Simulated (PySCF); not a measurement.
Computed properties of SiClBr, SMILES Cl[Si]Br

SiClBr, SMILES Cl[Si]Br (connectivity only; charge and spin as stated), neutral, multiplicity 1. Geometry: PBE0-D3(BJ)/def2-TZVP. One conformer was computed; it need not be the lowest. All values are computed for the isolated molecule unless a solvent is named; none is compared with measurement here.

**Structure.** The optimised structure has Cs symmetry. All 3 harmonic modes at PBE0-D3(BJ)/def2-TZVP (PySCF) are real, so it is a minimum. With heavy atoms numbered as in [Si:1]([Cl:2])[Br:3], the shortest bond between them is Si1–Cl2 at 2.076 Å and the longest Si1–Br3 at 2.251 Å.

**Vibrations.** The strongest infrared lines (harmonic, unscaled, degenerate partners summed) lie at 517 cm⁻¹ (136 km/mol, Si 57 %, Cl 43 %), 409 cm⁻¹ (105 km/mol, Si 77 %, Br 23 %), 161 cm⁻¹ (1 km/mol, Cl 56 %, Br 30 %, Si 14 %). The softest mode is at 161 cm⁻¹ and the zero-point energy is 1.6 kcal/mol.

**Electronic structure.** M06-2X/def2-TZVPD (PySCF) places the frontier levels at -8.67 and -2.20 eV, a gap of 6.47 eV, and gives a dipole moment of 1.11 D and a mean polarisability of 66.1 bohr³.

**Excitations.** TDDFT-M06-2X/def2-SVPD (PySCF) has S1 at 3.48 eV (356 nm, f = 0.018, weak); the most intense of the 10 singlets computed lies at 6.54 eV (f = 0.23). T1 (TDA) is at 2.32 eV. No vertical singlet excitation falls in the visible range (under 3.1 eV).

**NMR.** GIAO shifts at PBE0/pcSseg-2 (PySCF) (non-relativistic, atoms alike by connectivity averaged): ²⁹Si at 333.3 ppm against TMS. Without spin–orbit terms, shifts of atoms bonded to Cl or Br come out too high.
